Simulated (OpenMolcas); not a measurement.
An atom or ion with 25 electrons was computed by SS-CASPT2, IPEA 0.25 Eh, imaginary shift 0.1 Eh with spin-orbit coupling (OpenMolcas, ANO-RCC-VTZP, DKH2). The lowest levels that the run gave, each within 12 % of the measured value where one is at hand:

```json
{"J": "9/2", "Parity": "even", "E (eV)": "0.0000", "g": "1.333"}
{"J": "7/2", "Parity": "even", "E (eV)": "0.1164", "g": "1.238"}
{"J": "5/2", "Parity": "even", "E (eV)": "0.2008", "g": "1.029"}
{"J": "3/2", "Parity": "even", "E (eV)": "0.258", "g": "0.400"}
{"J": "5/2", "Parity": "even", "E (eV)": "1.880", "g": "1.600"}
{"J": "3/2", "Parity": "even", "E (eV)": "1.898", "g": "1.692"}
{"J": "1/2", "Parity": "even", "E (eV)": "1.966", "g": "2.588"}
{"J": "9/2", "Parity": "even", "E (eV)": "1.968", "g": "1.108"}
{"J": "7/2", "Parity": "even", "E (eV)": "2.075", "g": "0.889"}
{"J": "3/2", "Parity": "even", "E (eV)": "2.341", "g": "1.333"}
{"J": "1/2", "Parity": "even", "E (eV)": "2.427", "g": "0.748"}
{"J": "11/2", "Parity": "even", "E (eV)": "2.720", "g": "1.091"}
```

Question: Which ion is it, and what are the configurations and terms?

Answer: Co2+ (Z = 27, charge +2; active space 7 electrons in 6 orbitals (3d 4s)). J, parity and g give the terms where levels are pure, and mixed ones are named by the computed weights; the size of the splittings, set against known spectra of the 25-electron sequence, gives the charge. In order, with the measured energies in eV (Sugar and Corliss, J. Phys. Chem. Ref. Data 10, 1097 (1981)): 3d⁷ ⁴F_9/2, 3d⁷ ⁴F_7/2 (0.1043), 3d⁷ ⁴F_5/2 (0.1799), 3d⁷ ⁴F_3/2 (0.2315), 3d⁷ ⁴P_5/2 (1.8848), 3d⁷ ⁴P_3/2 (1.9129), 3d⁷ ⁴P_1/2 (1.9604), 3d⁷ ²G_9/2 (2.1050), 3d⁷ ²G_7/2 (2.2027), 3d⁷ ²P_3/2 (2.5038), 3d⁷ ²P_1/2, 3d⁷ ²H_11/2 (2.8170).

CASPT2 breaks the degeneracy within a term, and the mean is taken; among the terms shown or strongly mixed into the levels shown the widest spread is 610 cm-1 (3d⁷ ⁴F). Some high roots are left out of the spin-orbit mixing, which shifts the levels that they would mix with. Some levels mix across a computed gap that differs much from the measured one, so their mixing is not that of the real levels. Computed and measured levels are paired by configuration, term and J; levels that our copy of the source lacks, or whose pairing is in doubt (as where it misses far off the trend of its configuration), stay unpaired and out of the deviations. Only configurations of the active space appear.
